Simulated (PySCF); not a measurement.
H$_{8}$Si$_{3}$, charge +1, doublet, at a GFN2-xTB geometry of the parent state (a state made from the parent by changing its charge; the spin is typed, not shown lowest); MP2/6-31G** in PySCF.

The PySCF input:
```python
from pyscf import gto, scf, mp

mol = gto.M(
    atom='''
Si    1.84434748    0.77811444   -0.03231500
Si    0.16416537   -0.81270586   -0.09228709
Si   -1.99843538   -0.01529745    0.11893695
H     3.19901703    0.23312390   -0.14758428
H     1.70184530    1.75355602   -1.11706786
H     1.81606434    1.54371778    1.21735150
H     0.41379658   -1.82450880    0.94977864
H     0.27643206   -1.59248980   -1.33779706
H    -2.32028977    0.95246609   -0.93389650
H    -2.19373438    0.68155636    1.39358787
H    -3.03421581   -1.04897755    0.05493974
''',
    basis='6-31g**',
    charge=1,
    spin=1,
    verbose=4,
)

mf = scf.UHF(mol)
mf.kernel()

pt = mp.MP2(mf)
pt.kernel()
print('E(MP2) = %.10f' % pt.e_tot)
mf.analyze()
```

Write the output that PySCF gives for this input, abridged.


```
PySCF version 2.14.0

[INPUT] verbose = 4
[INPUT] num. atoms = 11
[INPUT] num. electrons = 49
[INPUT] charge = 1
[INPUT] spin (= nelec alpha-beta = 2S) = 1
[INPUT] symmetry False subgroup None
[INPUT] Mole.unit = angstrom
[INPUT] Symbol           X                Y                Z      unit          X                Y                Z       unit  Magmom
[...]
nuclear repulsion = 193.835707915926
number of shells = 48
number of NR pGTOs = 209
number of NR cGTOs = 94
basis = 6-31g**
ecp = {}

******** <class 'pyscf.scf.uhf.UHF'> ********
method = UHF
initial guess = minao
damping factor = 0
level_shift factor = 0
DIIS = <class 'pyscf.scf.diis.CDIIS'>
diis_start_cycle = 1
diis_space = 8
diis_damp = 0
SCF conv_tol = 1e-09
SCF conv_tol_grad = None
SCF max_cycles = 50
direct_scf = True
direct_scf_tol = 1e-13
number electrons alpha = 25  beta = 24
Set gradient conv threshold to 3.16228e-05
init E= -870.972876971164

cycle= 1 E= -870.933347028417  delta_E= 0.0395  |g|= 0.302  |ddm|= 1.76
cycle= 2 E= -871.023901773482  delta_E= -0.0906  |g|= 0.0809  |ddm|= 0.557
cycle= 3 E= -871.031961086571  delta_E= -0.00806  |g|= 0.0302  |ddm|= 0.144
cycle= 4 E= -871.033612583531  delta_E= -0.00165  |g|= 0.0097  |ddm|= 0.0783
cycle= 5 E= -871.03385879565  delta_E= -0.000246  |g|= 0.00394  |ddm|= 0.0296
cycle= 6 E= -871.03390978235  delta_E= -5.1e-05  |g|= 0.00164  |ddm|= 0.0143
cycle= 7 E= -871.033920312539  delta_E= -1.05e-05  |g|= 0.000804  |ddm|= 0.00678
cycle= 8 E= -871.033923269317  delta_E= -2.96e-06  |g|= 0.000348  |ddm|= 0.00414
cycle= 9 E= -871.033923868434  delta_E= -5.99e-07  |g|= 0.0001  |ddm|= 0.0022
cycle= 10 E= -871.033923909535  delta_E= -4.11e-08  |g|= 2.94e-05  |ddm|= 0.000595
cycle= 11 E= -871.033923912037  delta_E= -2.5e-09  |g|= 1.26e-05  |ddm|= 0.000122
cycle= 12 E= -871.033923912506  delta_E= -4.7e-10  |g|= 5.04e-06  |ddm|= 5.05e-05
Extra cycle  E= -871.033923912555  delta_E= -4.84e-11  |g|= 3.47e-06  |ddm|= 1.06e-05
converged SCF energy = -871.033923912555  <S^2> = 0.78571012  2S+1 = 2.0353969

******** <class 'pyscf.mp.ump2.UMP2'> ********
nocc = (np.int64(25), np.int64(24)), nmo = (94, 94)
E(UMP2) = -871.330907886109  E_corr = -0.296983973554278
E(SCS-UMP2) = -871.352832706693  E_corr = -0.318908794138211
E_corr(same-spin) = -0.0432368932233723
E_corr(oppo-spin) = -0.253747080330906
E(MP2) = -871.3309078861
**** SCF Summaries ****
Total Energy =                        -871.033923912554769
Nuclear Repulsion Energy =             193.835707915925553
[...]
spin_pop of  5 H 2s        0.00008
spin_pop of  5 H 2px       0.00002
spin_pop of  5 H 2py       0.00001
spin_pop of  5 H 2pz       0.00004
spin_pop of  6 H 1s       -0.01099
spin_pop of  6 H 2s        0.00026
spin_pop of  6 H 2px       0.00005
spin_pop of  6 H 2py       0.00007
spin_pop of  6 H 2pz      -0.00002
spin_pop of  7 H 1s       -0.01099
spin_pop of  7 H 2s        0.00026
spin_pop of  7 H 2px       0.00005
spin_pop of  7 H 2py       0.00006
spin_pop of  7 H 2pz      -0.00001
spin_pop of  8 H 1s        0.00527
spin_pop of  8 H 2s        0.00008
spin_pop of  8 H 2px       0.00002
spin_pop of  8 H 2py       0.00001
spin_pop of  8 H 2pz       0.00003
spin_pop of  9 H 1s        0.00605
spin_pop of  9 H 2s        0.00008
spin_pop of  9 H 2px       0.00002
spin_pop of  9 H 2py       0.00001
spin_pop of  9 H 2pz       0.00004
spin_pop of  10 H 1s        0.04856
spin_pop of  10 H 2s        0.00016
spin_pop of  10 H 2px      -0.00004
spin_pop of  10 H 2py       0.00021
spin_pop of  10 H 2pz      -0.00000
 ** Mulliken Spin Density (per atom)  **
spin density of  0 Si =      0.27115
spin density of  1 Si =      0.35797
spin density of  2 Si =      0.27115
spin density of  3 H =      0.04889
spin density of  4 H =      0.00620
spin density of  5 H =      0.00541
spin density of  6 H =     -0.01064
spin density of  7 H =     -0.01064
spin density of  8 H =      0.00541
spin density of  9 H =      0.00620
spin density of  10 H =      0.04889
 ** Mulliken pop alpha/beta on meta-lowdin orthogonal AOs **
 ** Mulliken pop       alpha | beta **
In total            25.00000 | 24.00000
 ** Mulliken atomic charges   ( Nelec_alpha | Nelec_beta ) **
charge of  0Si =      0.51164  (     6.87975      6.60860 )
charge of  1Si =      0.38149  (     6.98824      6.63027 )
charge of  2Si =      0.51164  (     6.87975      6.60860 )
charge of  3H =     -0.03123  (     0.54006      0.49117 )
charge of  4H =     -0.06012  (     0.53316      0.52696 )
charge of  5H =     -0.06067  (     0.53304      0.52763 )
charge of  6H =     -0.05037  (     0.51987      0.53050 )
charge of  7H =     -0.05037  (     0.51987      0.53050 )
charge of  8H =     -0.06067  (     0.53304      0.52763 )
charge of  9H =     -0.06012  (     0.53316      0.52696 )
charge of  10H =     -0.03123  (     0.54006      0.49117 )

WARN: System has nonzero charge 1; the dipole moment is origin-dependent.
Location of origin: [0. 0. 0.]

Dipole moment(X, Y, Z, Debye):  0.10128, -0.50140, -0.05694
```
